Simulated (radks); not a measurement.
The numbers below are computed, except where a source is named.
Spherical quantum dot in the effective-mass picture: electrons in a well V = -V0 / (1 + exp((r - R)/a)) with V0 = 38.1, R = 1.67, a = 0.1, with a point charge +1 (a donor) at the centre, all in effective atomic units (hartree* = m*/eps^2 hartree, bohr* = eps/m* bohr), one dielectric constant everywhere. Level of theory: non-relativistic Kohn-Sham, r2SCAN, spin-polarised, spherical densities, generalised Kohn-Sham scheme (a radial shooting solver with Libxc functionals). Levels are named by radial order and angular momentum (1s, 1p, 1d, 2s, ...), and open shells are averaged over m.

N = 5, configuration 1s2 1p(up 3, down 0). This is the lowest configuration that the search found. Occupied and some empty levels:

level,occupation,eigenvalue (hartree*),<r> (bohr*)
1s up,1,-33.709,0.8123
1s down,1,-33.403,0.7939
1p up,3,-31.703,0.9926
1p down,0,-31.323,0.9898
1d up,0,-29.303,1.092
1d down,0,-28.922,1.092
2s up,0,-28.590,0.8363
2s down,0,-28.433,0.8417
1f up,0,-26.449,1.164
1f down,0,-26.075,1.164

Energy (hartree*): total -173.123, kinetic 12.847, external -194.53, Hartree 12.179, exchange-correlation -3.6220.

Electron density:

r (bohr*),n(r) (e/bohr*^3)
0.0871,1.225
0.233,1.010
0.378,0.9032
0.524,0.8423
0.669,0.7792
0.815,0.6822
0.961,0.5411
1.11,0.3711
1.25,0.2064
1.40,0.08507
1.54,0.02232
1.69,0.003443
1.83,0.0003431
